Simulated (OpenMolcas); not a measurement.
Ni2+ (d8) among equal point charges was computed by CASSCF with the d shell active (OpenMolcas, ANO-RCC-VDZP on the metal). Its lowest spin-free states, and all those of the highest spin:

| 2S+1 | Degeneracy | E (cm-1) |
| --- | --- | --- |
| 3 | 1 | 0.0 |
| 3 | 3 | 6789 |
| 3 | 3 | 11934 |
| 1 | 2 | 19236 |
| 1 | 3 | 24604 |
| 3 | 3 | 27930 |
| 1 | 1 | 30020 |
| 1 | 3 | 31775 |
| 1 | 2 | 35543 |
| 1 | 3 | 36226 |
| 1 | 1 | 70196 |

**Question.** Is the site octahedral, tetrahedral or cube-like, axial, or of lower symmetry?

**Answer.** The states with 2S+1 = 3 have orbital degeneracies 1, 3, 3, 3. Threefold states need a cubic site. For d8 at this spin an octahedron puts the single A2 below the threefold T2 and a tetrahedron or cube puts the threefold T1 below the threefold T2, so the site is octahedral. The first gap at this spin, 6790 cm-1, is |10Dq| in ligand-field theory. The run had Ni2+ among 6 point charges of -2.2 e arranged as an octahedron (Oh), 1.85 Å from the ion.

Without dynamic correlation the repulsion within the d shell is too large (B by tens of per cent), so at a given field states of lower spin stand too high. Point charges carry no covalency, so the field is a model and not that of real ligands. No measured value stands beside these numbers.
